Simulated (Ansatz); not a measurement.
Steps of a relaxation of `[NH2][In]([OH])[O][SiH3]` with RKS PBE0-D4/def2-TZVP.

```sh
$ ansatz run in.yaml --threads 4 --pin off --events-out ev --progress --plain --max-ram 10444MiB
```

```yaml
crystal:
  periodic: [false, false, false]
  atoms:
    - {symbol: N, position_ang: [-1.025600, 2.714090, -0.228670]}
    - {symbol: In, position_ang: [0.039980, 0.979170, -0.410670]}
    - {symbol: O, position_ang: [1.642850, 0.807640, -1.493150]}
    - {symbol: O, position_ang: [-0.645440, -0.673220, 0.399980]}
    - {symbol: Si, position_ang: [-0.131800, -2.177790, 0.664160]}
    - {symbol: H, position_ang: [-0.375060, 3.490920, -0.306130]}
    - {symbol: H, position_ang: [-1.448700, 2.758650, 0.694850]}
    - {symbol: H, position_ang: [1.960320, -0.093100, -1.557670]}
    - {symbol: H, position_ang: [-1.359990, -2.854910, 1.080320]}
    - {symbol: H, position_ang: [0.899980, -2.176980, 1.716240]}
    - {symbol: H, position_ang: [0.443460, -2.774480, -0.559270]}
basis:
  gaussian: {orbitals: def2-TZVP}
hamiltonian: {xc: pbe0, dispersion: d4}
relax: {f_tol: 0.005, max_steps: 150}
```

Positions (Å) and forces (eV/Å) along the path, 12 of 21 steps:

```xyz
11
step=1 energy=-18728.6497 eV
N    -1.026    2.714   -0.229    0.433   -0.442    0.109
In    0.040    0.979   -0.411   -0.761    0.730    0.278
O     1.643    0.808   -1.493    0.549    0.043   -0.399
O    -0.645   -0.673    0.400   -0.087    0.487   -0.097
Si   -0.132   -2.178    0.664   -0.255    0.307   -0.005
H    -0.375    3.491   -0.306   -0.171    0.057    0.022
H    -1.449    2.759    0.695   -0.006    0.069   -0.133
H     1.960   -0.093   -1.558    0.071   -0.144   -0.031
H    -1.360   -2.855    1.080   -0.134   -0.654    0.191
H     0.900   -2.177    1.716    0.234   -0.211    0.246
H     0.443   -2.774   -0.559    0.127   -0.243   -0.180
11
step=3 energy=-18728.7585 eV
N    -0.979    2.718   -0.213    0.033    0.194    0.175
In    0.077    1.029   -0.410    0.043   -0.037   -0.040
O     1.686    0.819   -1.534    0.005   -0.033   -0.003
O    -0.631   -0.630    0.411    0.011   -0.018    0.014
Si   -0.164   -2.162    0.678   -0.034   -0.025    0.022
H    -0.420    3.562   -0.292   -0.079   -0.111   -0.039
H    -1.496    2.769    0.658    0.018   -0.035   -0.115
H     1.974   -0.095   -1.603   -0.020    0.021    0.013
H    -1.334   -2.974    1.109    0.009    0.011   -0.011
H     0.877   -2.241    1.746    0.001    0.007   -0.019
H     0.411   -2.794   -0.549    0.012    0.027    0.003
11
step=4 energy=-18728.7610 eV
N    -0.970    2.721   -0.202    0.023    0.044    0.044
In    0.087    1.033   -0.407    0.005    0.014   -0.016
O     1.689    0.799   -1.537   -0.013   -0.018    0.011
O    -0.624   -0.623    0.420   -0.015   -0.027    0.024
Si   -0.165   -2.159    0.677    0.035    0.010   -0.004
H    -0.435    3.575   -0.293    0.000   -0.030   -0.032
H    -1.512    2.773    0.650   -0.005   -0.042   -0.018
H     1.963   -0.120   -1.593   -0.011    0.015    0.006
H    -1.333   -2.978    1.102    0.011    0.026   -0.017
H     0.881   -2.244    1.739   -0.018   -0.003   -0.006
H     0.417   -2.776   -0.556   -0.011    0.011    0.007
11
step=6 energy=-18728.7638 eV
N    -0.967    2.714   -0.200    0.001    0.019   -0.004
In    0.091    1.032   -0.402   -0.006   -0.002    0.006
O     1.673    0.758   -1.548   -0.012    0.011    0.000
O    -0.616   -0.595    0.489    0.004    0.021   -0.016
Si   -0.153   -2.138    0.679    0.005   -0.041    0.034
H    -0.446    3.573   -0.312   -0.005    0.006   -0.003
H    -1.508    2.765    0.652    0.002    0.000    0.002
H     1.932   -0.166   -1.588    0.008   -0.022   -0.001
H    -1.328   -2.977    1.039    0.003   -0.001   -0.009
H     0.868   -2.270    1.759   -0.003   -0.006   -0.003
H     0.455   -2.696   -0.568    0.002    0.016   -0.006
11
step=8 energy=-18728.7670 eV
N    -0.971    2.723   -0.202    0.000   -0.010   -0.017
In    0.078    1.032   -0.384   -0.015   -0.040    0.024
O     1.619    0.693   -1.567   -0.004    0.005   -0.006
O    -0.597   -0.567    0.587    0.043   -0.032   -0.020
Si   -0.130   -2.121    0.687   -0.018    0.002    0.007
H    -0.457    3.578   -0.365   -0.003    0.007    0.010
H    -1.480    2.799    0.668    0.000    0.021    0.006
H     1.863   -0.236   -1.575   -0.003   -0.005    0.002
H    -1.313   -2.999    0.913    0.043    0.031   -0.020
H     0.834   -2.332    1.807   -0.024    0.006   -0.021
H     0.553   -2.570   -0.570   -0.020    0.015    0.035
11
step=13 energy=-18728.7725 eV
N    -0.964    2.736   -0.168    0.003   -0.012   -0.004
In    0.047    1.025   -0.388    0.001   -0.001   -0.003
O     1.464    0.633   -1.703   -0.011    0.019    0.002
O    -0.527   -0.548    0.682    0.004    0.000   -0.005
Si   -0.084   -2.110    0.725    0.013   -0.028    0.016
H    -0.456    3.576   -0.409   -0.002   -0.002    0.006
H    -1.390    2.854    0.741    0.007    0.004   -0.003
H     1.713   -0.295   -1.683   -0.001   -0.012    0.006
H    -1.277   -2.998    0.600    0.053    0.026    0.000
H     0.618   -2.433    2.003   -0.031    0.006   -0.056
H     0.855   -2.439   -0.399   -0.035    0.000    0.042
11
step=15 energy=-18728.7732 eV
N    -0.961    2.737   -0.158   -0.003   -0.007    0.001
In    0.041    1.024   -0.401    0.001    0.003    0.009
O     1.436    0.631   -1.738   -0.003    0.000   -0.003
O    -0.520   -0.546    0.680    0.007   -0.004   -0.004
Si   -0.078   -2.108    0.734   -0.003   -0.002    0.000
H    -0.454    3.575   -0.405    0.001    0.003    0.001
H    -1.367    2.854    0.760    0.003    0.002   -0.005
H     1.690   -0.296   -1.714   -0.001   -0.001    0.001
H    -1.258   -2.997    0.548    0.005    0.001   -0.001
H     0.562   -2.439    2.038   -0.003    0.003   -0.007
H     0.909   -2.433   -0.345   -0.004    0.003    0.007
11
step=16 energy=-18728.7734 eV
N    -0.958    2.739   -0.150    0.001    0.001    0.008
In    0.041    1.025   -0.402   -0.007   -0.006   -0.012
O     1.408    0.623   -1.765    0.001   -0.003    0.008
O    -0.512   -0.545    0.682    0.005   -0.002    0.004
Si   -0.073   -2.108    0.740    0.001   -0.006   -0.006
H    -0.453    3.576   -0.405   -0.001    0.000    0.001
H    -1.351    2.857    0.774    0.004    0.001   -0.008
H     1.667   -0.302   -1.735   -0.002    0.006   -0.001
H    -1.243   -2.997    0.500    0.013    0.007    0.005
H     0.517   -2.446    2.066   -0.007    0.000   -0.013
H     0.956   -2.423   -0.304   -0.008    0.003    0.012
11
step=18 energy=-18728.7734 eV
N    -0.957    2.740   -0.149   -0.001    0.002    0.004
In    0.035    1.024   -0.405    0.002    0.001   -0.001
O     1.403    0.622   -1.768   -0.001   -0.002    0.001
O    -0.511   -0.545    0.684   -0.001    0.000    0.003
Si   -0.071   -2.107    0.741    0.000   -0.004   -0.001
H    -0.451    3.576   -0.406    0.000   -0.001   -0.001
H    -1.345    2.860    0.777    0.001   -0.001   -0.003
H     1.661   -0.303   -1.738    0.000    0.002   -0.001
H    -1.238   -2.997    0.490    0.001    0.001    0.000
H     0.508   -2.450    2.070    0.000    0.001   -0.003
H     0.966   -2.419   -0.295    0.000    0.002    0.002
11
step=19 energy=-18728.7734 eV
N    -0.957    2.740   -0.148    0.000    0.001    0.002
In    0.035    1.023   -0.405    0.000    0.000   -0.001
O     1.400    0.621   -1.770    0.000    0.000    0.000
O    -0.509   -0.545    0.686   -0.001    0.002    0.003
Si   -0.070   -2.107    0.741    0.002   -0.001   -0.002
H    -0.451    3.576   -0.407    0.000    0.000   -0.001
H    -1.344    2.861    0.778    0.000   -0.001   -0.001
H     1.658   -0.304   -1.741    0.000    0.000    0.000
H    -1.236   -2.997    0.484   -0.001   -0.001    0.000
H     0.503   -2.452    2.072    0.000    0.000    0.000
H     0.971   -2.417   -0.290    0.001    0.001    0.000
11
step=20 energy=-18728.7735 eV
N    -0.956    2.740   -0.147    0.001    0.000   -0.001
In    0.034    1.023   -0.404   -0.001    0.000   -0.001
O     1.395    0.619   -1.774    0.000    0.001    0.000
O    -0.507   -0.544    0.689   -0.001    0.003    0.002
Si   -0.069   -2.107    0.742    0.000   -0.001    0.000
H    -0.451    3.576   -0.408    0.000    0.000    0.000
H    -1.341    2.863    0.779   -0.001    0.000    0.001
H     1.654   -0.306   -1.743    0.000   -0.001    0.000
H    -1.233   -2.995    0.475   -0.002   -0.001   -0.001
H     0.496   -2.455    2.075    0.001   -0.001    0.001
H     0.979   -2.413   -0.284    0.001    0.000   -0.001
11
step=21 energy=-18728.7735 eV
N    -0.956    2.740   -0.147    0.001    0.000   -0.002
In    0.034    1.023   -0.404    0.000    0.000    0.000
O     1.392    0.618   -1.775    0.000    0.001   -0.001
O    -0.506   -0.544    0.692   -0.001    0.003    0.001
Si   -0.068   -2.106    0.743    0.002   -0.001   -0.002
H    -0.452    3.575   -0.410    0.000    0.000    0.000
H    -1.340    2.864    0.780    0.000    0.000    0.002
H     1.652   -0.307   -1.744    0.000   -0.001    0.001
H    -1.231   -2.994    0.469    0.000    0.000    0.001
H     0.493   -2.458    2.077   -0.001   -0.001    0.001
H     0.982   -2.411   -0.281    0.001    0.000   -0.001
```

It took 81 s on 4 threads of an Arm Neoverse V2 on a shared host, with 0.63 GiB of host memory at the peak.
